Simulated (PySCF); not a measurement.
## Nb (niobium, neutral) across methods

[Kr] 4d5, high-spin 6S determinant (an excited configuration). All numbers are calculated (PySCF 2.14, scalar relativity by spin-free X2C-1e, in x2c-TZVPPall with one added diffuse shell each of s, p, d, f type (9s7p7d3f1g, 95 functions)).

| method | E (hartree) | mean ε 4p α (eV) | mean ε 4p β (eV) | mean ε 4d α (eV) | Σ⟨r²⟩ (bohr²) | ⟨S²⟩ |
| --- | --- | --- | --- | --- | --- | --- |
| UHF | -3817.17412 | -43.831 | -37.500 | -5.793 | 52.05 | 8.755 |
| r2SCAN | -3819.29 | -34.113 | -31.009 | -2.423 | 53.81 | 8.752 |
| PBE | -3818.91 | -33.061 | -30.642 | -2.435 | 54.99 | 8.751 |
| PBEsol | -3816.74 | -33.021 | -30.674 | -2.440 | 54.71 | 8.751 |
| LDA | -3814.71 | -33.211 | -31.009 | -2.578 | 54.90 | 8.750 |
| BLYP | -3819.41 | -32.921 | -30.732 | -2.211 | 55.67 | 8.750 |
| PBE0 | -3818.98 | -35.869 | -32.543 | -3.323 | 53.53 | 8.751 |
| PW91 | -3819.59 | -33.125 | -30.732 | -2.486 | 54.99 | 8.751 |
| B3LYP | -3819.34 | -35.321 | -32.410 | -3.067 | 54.32 | 8.751 |
